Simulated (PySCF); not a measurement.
BFGeH4, SMILES F[BH][GeH3]. The structure is a stationary point at PBE0-D3(BJ)/def2-TZVP.

Computed equilibrium geometry at PBE0-D3(BJ)/def2-TZVP (PySCF confirms it by a frequency run) as a Z-matrix:
```
Ge
H 1 1.5368
H 1 1.5399 2 108.57
H 1 1.5400 2 108.55 3 115.88
B 1 2.0790 2 113.41 4 122.03
F 5 1.3186 1 120.30 2 -0.37
H 5 1.2017 6 116.54 1 179.98
```
